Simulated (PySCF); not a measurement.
# Ionisation energy of Sn(2+) by level of theory

Sn(2+) [Kr] 4d10 5s2 (1S) → Sn(3+) [Kr] 4d10 5s1 (2S), as a difference of total energies. Computed with PySCF 2.14 in aug-cc-pV5Z-PP with ECP28MDF (8s8p6d4f3g2h, 139 functions), with a scalar-relativistic core potential. Correlated levels: valence: 4s2 4p6 4d10 frozen. The calculations carry no spin-orbit coupling.

Problem. Order these methods by the ionisation energy they give, lowest first.
A. r2SCAN
B. UHF
C. M06-L
D. SCS-MP2 (valence)

Solution. B (28.534 eV), D (29.404 eV), C (30.334 eV), A (30.465 eV).

MP2 underrates the near-degeneracy of ns² with np² in the lower species.

For comparison: 30.506 eV (measured; NIST Atomic Spectra Database, ionization energies).
